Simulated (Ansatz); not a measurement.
A nudged elastic band was laid between two geometries of C₂H₈S₂Si (13 atoms, charge 0, multiplicity 1).

These are results of RKS PBE/def2-SVP (Ansatz 0.2.0), not measurements.

| Quantity | Value |
| --- | --- |
| movable images | 9 |
| climbing image | yes |
| spring | 5.0 eV/Å² |
| optimiser | quadratic models (default) |
| start path | through a guess of the saddle point |
| force threshold | 0.03 eV/Å |
| iteration limit | 60 |
| end points | relaxed |

Image 0:

```xyz
13
Properties=species:S:1:pos:R:3
Si -1.806 -0.509 0.046
C -0.221 0.149 0.884
C 1.088 -0.461 0.387
S 1.333 -0.401 -1.440
S 1.234 1.639 -1.880
H -2.980 -0.181 0.933
H -2.050 0.114 -1.298
H -1.732 -2.006 -0.109
H -0.309 -0.019 1.980
H -0.195 1.251 0.742
H 1.975 -0.007 0.878
H 1.129 -1.556 0.582
H 2.555 1.950 -1.690
```

Image 10:

```xyz
13
Properties=species:S:1:pos:R:3
Si -1.756 -0.774 0.871
C -0.577 0.312 -0.157
C 0.669 -0.414 -0.650
S 1.822 0.611 -1.672
S 2.392 2.133 -0.366
H -2.952 0.030 1.305
H -2.233 -1.952 0.062
H -1.054 -1.300 2.096
H -0.275 1.176 0.476
H -1.143 0.734 -1.016
H 1.251 -0.858 0.184
H 0.417 -1.243 -1.349
H 3.459 1.512 0.231
```

Q: What changes between the two ends?

A: No bond is made or broken. The dihedral Si1–C2–C3–S4 goes from 53 to 179°.

Q: What energy profile does the band end with?

A: The run converged. The highest image is number 5 of 0 to 10, 0.147 eV above the first end and 0.163 eV above the last; the last end lies 0.016 eV below the first. A vibrational analysis at the climbing image gives one clearly imaginary mode, 92i cm⁻¹: a first-order saddle point.

```
image  path coordinate (Å)  energy (eV)  dihedral Si1–C2–C3–S4 (°)
    0                 0.00        0.000                         53
    1                 0.74        0.010                         62
    2                 1.49        0.031                         72
    3                 2.23        0.067                         84
    4                 2.97        0.120                        100
    5                 3.71        0.147                        116
    6                 4.36        0.127                        130
    7                 5.01        0.079                        143
    8                 5.66        0.030                        156
    9                 6.31       -0.004                        168
   10                 6.96       -0.016                        179
```

Q: What is the geometry of the highest image?

A: 
```xyz
13
Properties=species:S:1:pos:R:3
Si -1.943 -0.780 0.506
C -0.359 0.270 0.448
C 0.852 -0.448 -0.182
S 1.494 0.284 -1.746
S 2.106 2.194 -1.176
H -3.082 0.004 1.099
H -2.320 -1.216 -0.886
H -1.720 -2.016 1.339
H -0.120 0.601 1.480
H -0.588 1.200 -0.113
H 1.696 -0.536 0.532
H 0.622 -1.486 -0.515
H 3.382 1.894 -0.771
```

Q: What are the harmonic wavenumbers there?

A: 92i, 59, 131, 164, 221, 300, 358, 450, 473, 574, 644, 675, 791, 835, 856, 887, 910, 917, 1010, 1099, 1121, 1194, 1222, 1368, 1387, 2156, 2164, 2171, 2523, 2955, 2990, 3029, 3044 cm⁻¹.

The run took 3.9 min on 2 threads of Arm Neoverse V1, on a shared host, peak memory 0.17 GiB.
